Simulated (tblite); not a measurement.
Run record: tight-binding relaxation, `C=C[C@@H](C)BPBBr`.

Computed with GFN2-xTB geometry optimisation, gas phase (tblite 0.8.0). Start geometry: from a force field or distance geometry. A driver script takes a list of jobs; this job's settings line and coordinates (Å) are shown.

Command:
```bash
OMP_NUM_THREADS=1 python probes_run.py task.json out
```

Input:
```
{"job": {"kind": "relax", "xc": "GFN2-xTB", "basis": "xTB"}, "charge": 0, "multiplicity": 1}
C     -0.793900     1.692000    -1.230700
C     -0.840700     0.368400    -1.120400
C     -0.810400    -0.320400     0.237300
C     -1.923000    -1.366700     0.297800
B      0.611800    -0.986000     0.475000
P      1.788500    -0.308200     1.835100
B      2.431400     1.161100     0.749800
Br     3.890200     0.862200    -0.584200
H     -0.788300     2.147400    -2.213400
H     -0.784800     2.336400    -0.350700
H     -0.835600    -0.244800    -2.014200
H     -1.001100     0.419700     1.047500
H     -2.919100    -0.895200     0.165100
H     -1.776200    -2.154300    -0.477100
H     -1.927500    -1.852900     1.307400
H      1.013300    -1.787800    -0.286600
H      2.881600    -1.196800     1.477600
H      1.775000     2.132300     0.673200
```

Task: What does the run print?

Result: 
```
step      E/eV     max force
  0    -617.58286    1.820
  1    -617.75541    1.483
  2    -617.90248    1.055
  3    -617.94377    0.645
  4    -617.96789    0.340
  5    -617.98028    0.279
  6    -617.98939    0.301
  7    -617.99999    0.208
  8    -618.00451    0.181
  9    -618.00801    0.168
... (134 lines left out)
144    -618.26211    0.022
145    -618.26217    0.020
146    -618.26223    0.016
147    -618.26231    0.017
148    -618.26238    0.020
149    -618.26246    0.022
150    -618.26254    0.022
151    -618.26260    0.014
152    -618.26264    0.012
153    -618.26265    0.006
```

«max force» is the largest atomic force in eV/Å.

Task: From which step on does the largest force stay under 0.1 eV/Å, and how much energy is left to gain from there?

Result: From step 39 (0.098 eV/Å), 39.8 meV above the end.

Summary of the converged run: energy lowered by 15.7 kcal/mol over 153 steps; largest atomic force 0.006 eV/Å at the end.

Task: Where do the atoms end?

Result: 0.719 Å rms from the input after alignment:
```
atom  x, y, z in Å
C1    -0.5907    1.4117   -1.5621
C2    -0.9182    0.1859   -1.1940
C3    -0.7977   -0.3556    0.2055
C4    -2.0378   -1.1846    0.5610
B5     0.5550   -1.1936    0.1724
P6     2.0691   -0.4924    0.8896
B7     2.3382    1.2943    1.0527
Br8    4.0728    2.0045    0.9473
H9    -0.6883    1.7473   -2.5806
H10   -0.2203    2.1380   -0.8565
H11   -1.2830   -0.5223   -1.9264
H12   -0.7381    0.4929    0.8968
H13   -2.9348   -0.5701    0.5075
H14   -2.1490   -2.0205   -0.1258
H15   -1.9509   -1.5813    1.5702
H16    0.5966   -2.2536   -0.3207
H17    3.2141   -1.1185    0.4541
H18    1.4543    2.0241    1.2974
```

On one thread of an Arm Neoverse N1, on a shared host, this took 2.4 s of wall time.
Labels such as C1 count atoms from 1, the log's own numbers from 0.
